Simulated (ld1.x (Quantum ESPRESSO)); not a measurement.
## osmium: one change to a TM potential, before and after

- Element: osmium
- Generator: ld1.x (Quantum ESPRESSO) 7.5
- Type: norm-conserving Troullier–Martins (Kleinman–Bylander form)
- Functional: PBE
- Relativity: scalar-relativistic
- Frozen core: [Xe] 4f14
- Valence charge: 8
- Reference configuration: 5d6 6s2 6p0
- Partial waves: 6p (bound, empty): rc 3.10 bohr; 5d (bound): rc 1.30 bohr; 6s (bound): rc 1.85 bohr
- Local potential: the s channel
- Core correction: none

All-electron outer shells of the reference configuration (PBE, scalar-relativistic, ld1.x):

| shell | level (eV) | outermost node (bohr) | outermost maximum (bohr) |
| --- | --- | --- | --- |
| 4f | -51.98 | – | 0.40 |
| 5p | -50.84 | 0.55 | 1.03 |
| 5d | -6.25 | 0.60 | 1.36 |
| 6s | -6.15 | 1.20 | 2.48 |
| 6p | -1.27 | 1.44 | 3.56 |

Change: core correction a·sin(br)/r model core inside 1.06 bohr.

Cutoffs: the cutoffs (Ry, on a coarse ladder) from which the occupation-weighted sum of valence levels, in a spherical-Bessel basis at the reference potential, stays within 10 and 1 mRy of its value at 400 Ry; they do not see the model core or the augmentation charge, which bear on the density cutoff. Errors are all-electron minus pseudo energies relative to the spin-unpolarised reference configuration.

How do hardness, ghosts and transferability respond?

The potential gets neither clearly harder nor softer (35 Ry and 70 Ry → 35 Ry and 70 Ry); of the 7 tests that both files solve, the error grows in 3 and shrinks in 4 by more than 15 % and 0.3 meV (median size 23.4 → 35.3 meV); neither file shows a bound ghost. A model core, the more so a compact one, raises the density cutoff, which this test does not measure.

```tsv
quantity	base	changed
cutoff, loose	35 Ry	35 Ry
cutoff, tight	70 Ry	70 Ry
bound ghosts	none	none
error for 5d6 6s1 6p0, meV [ΔE 9.58 eV]	+8.2	-6.8
error for 5d6 6s0 6p0, meV [ΔE 26.49 eV]	+58	-35
error for 5d5 6s0 6p0, meV [ΔE 55.34 eV]	+24	-171
error for 5d4 6s0 6p0, meV [ΔE 96.82 eV]	-170	-657
error for 5d7 6s0 6p0, meV [ΔE 9.04 eV]	-9.6	-84
error for 5d5 6s2 6p0, meV [ΔE 11.08 eV]	+23	-14
error for 5d6 6s1 6p1, meV [ΔE 5.06 eV]	+3.9	-2.8
s: phases at 3.36 bohr within 0.05 rad from the reference energy up to (Ry; the scan ends near 5)	0.8	0.8
p: phases at 3.36 bohr within 0.05 rad from the reference energy up to (Ry; the scan ends near 5)	2.5	2.5
d: phases at 3.36 bohr within 0.05 rad from the reference energy up to (Ry; the scan ends near 5)	0.9	0.9
```
